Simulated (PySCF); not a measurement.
**A PySCF run on TiF**

State: ⁴Σ⁻ (quartet), unpaired electrons σ ↑, δ ↑↑.

An equivalent input (the run itself took its basis sets from the Basis Set Exchange, started from a PBE0 density and held the occupation σ 9α 8β, πx 3α 3β, πy 3α 3β, δx 1α 0β, δy 1α 0β):

```python
from pyscf import gto, scf, cc
mol = gto.M(atom='Ti 0 0 0; F 0 0 1.779', basis={'Ti': 'def2-TZVPPD', 'F': 'def2-TZVPPD'},
            charge=0, spin=3, verbose=4, symmetry='C2v')
mf = scf.UHF(mol)
mf.irrep_nelec = {'A1': (10, 8), 'A2': (1, 0), 'B1': (3, 3), 'B2': (3, 3)}
mf.conv_tol = 1e-9
mf.max_cycle = 60
mf.diis_space = 10
mf.kernel()
mycc = cc.CCSD(mf, frozen=[[0, 1, 2, 3, 4, 5, 106], [0, 1, 2, 3, 4, 5, 106]])
mycc.run(conv_tol=1e-7, conv_tol_normt=1e-5, max_cycle=80, diis_space=8)
et = mycc.ccsd_t()
```

The SCF ended at -947.94835741 hartree. The coupled-cluster part of the log:

```
******** <class 'pyscf.cc.uccsd.UCCSD'> ********
CC2 = 0
CCSD nocc = (11, 8), nmo = (100, 100)
frozen orbitals [[0, 1, 2, 3, 4, 5, 106], [0, 1, 2, 3, 4, 5, 106]]
max_cycle = 80
direct = 0
conv_tol = 1e-07
conv_tol_normt = 1e-05
diis_space = 8
diis_start_cycle = 0
diis_start_energy_diff = 1e+09
Init t2, MP2 energy = -0.563820640441047
Init E_corr(UCCSD) = -0.563820640451829
cycle = 1  E_corr(UCCSD) = -0.56521192382876  dE = -0.00139128338  norm(t1,t2) = 0.109625
cycle = 2  E_corr(UCCSD) = -0.581052064955465  dE = -0.0158401411  norm(t1,t2) = 0.0476051
cycle = 3  E_corr(UCCSD) = -0.579814105144503  dE = 0.00123795981  norm(t1,t2) = 0.0406916
cycle = 4  E_corr(UCCSD) = -0.582980338915981  dE = -0.00316623377  norm(t1,t2) = 0.0214298
cycle = 5  E_corr(UCCSD) = -0.583569502556924  dE = -0.000589163641  norm(t1,t2) = 0.0112347
cycle = 6  E_corr(UCCSD) = -0.583338806491029  dE = 0.000230696066  norm(t1,t2) = 0.00794005
cycle = 7  E_corr(UCCSD) = -0.583489894892254  dE = -0.000151088401  norm(t1,t2) = 0.0033722
cycle = 8  E_corr(UCCSD) = -0.5837269897734  dE = -0.000237094881  norm(t1,t2) = 0.00153278
cycle = 9  E_corr(UCCSD) = -0.583729684742772  dE = -2.69496937e-06  norm(t1,t2) = 0.000511452
cycle = 10  E_corr(UCCSD) = -0.583703556440693  dE = 2.61283021e-05  norm(t1,t2) = 0.000221564
cycle = 11  E_corr(UCCSD) = -0.583696251558392  dE = 7.3048823e-06  norm(t1,t2) = 0.000113471
cycle = 12  E_corr(UCCSD) = -0.583699056645487  dE = -2.8050871e-06  norm(t1,t2) = 6.39285e-05
cycle = 13  E_corr(UCCSD) = -0.583695780640708  dE = 3.27600478e-06  norm(t1,t2) = 4.53986e-05
cycle = 14  E_corr(UCCSD) = -0.583696926113116  dE = -1.14547241e-06  norm(t1,t2) = 2.79228e-05
cycle = 15  E_corr(UCCSD) = -0.583696543910342  dE = 3.82202774e-07  norm(t1,t2) = 1.56383e-05
cycle = 16  E_corr(UCCSD) = -0.583696307352042  dE = 2.365583e-07  norm(t1,t2) = 9.19857e-06
cycle = 17  E_corr(UCCSD) = -0.58369628044967  dE = 2.6902372e-08  norm(t1,t2) = 4.90292e-06
UCCSD converged
E(UCCSD) = -948.532053688245  E_corr = -0.5836962804496701
UCCSD(T) correction = -0.0202187849432386
```

T1 diagnostic 0.034, D1 0.176, 19 electrons correlated, 1 of the virtual orbitals (those above 20 hartree) left out.

Repeating this along the bond gives Re = 1.790 Å and ωe = 702 cm⁻¹.

A point of this curve took 310 CPU seconds beside 0.86 for the integrals, on Arm Neoverse V1 (shared host).

Correlated steps freeze 6 core orbitals. The state is the lowest single determinant that the PBE0 search found; with open d or f shells the true ground state can be another one.
